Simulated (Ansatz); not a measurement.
Relaxation of CH3BFN (7 atoms, charge 0, multiplicity 1), to a largest force component of 0.02 eV/Å in at most 50 steps.

These are results of RKS B3LYP-D4/def2-SVP in Ansatz 0.2.0, not measurements.

```xyz
7
Properties=species:S:1:pos:R:3
C -0.325 1.220 -0.322
N -0.035 0.057 -0.023
B 0.352 -1.190 0.329
F -0.478 -2.219 0.141
H -0.816 1.888 0.385
H -0.106 1.627 -1.309
H 1.407 -1.382 0.800
```

Question: Where does it end, and by what steps?

Answer: It converged. After 6 steps the energy has fallen by 0.049 eV; H7 moved furthest, 0.04 Å.

```csv
step,energy less start (eV),largest force component (eV/Å),accepted
0,0.0000,0.831,yes
1,-0.0425,0.345,yes
2,0.1348,1.946,no
3,-0.0415,0.989,no
4,-0.0469,0.104,yes
5,-0.0431,0.086,no
6,-0.0485,0.013,yes
```

```xyz
7
Properties=species:S:1:pos:R:3
C -0.328 1.232 -0.326
N -0.027 0.063 -0.020
B 0.349 -1.213 0.332
F -0.487 -2.242 0.139
H -0.830 1.916 0.386
H -0.113 1.652 -1.328
H 1.437 -1.407 0.817
```

Whether the end is a true minimum wasn't checked by a vibrational analysis.

The run took 19 s on 1 thread of Arm Neoverse V1 (shared host), peak memory 0.16 GiB.
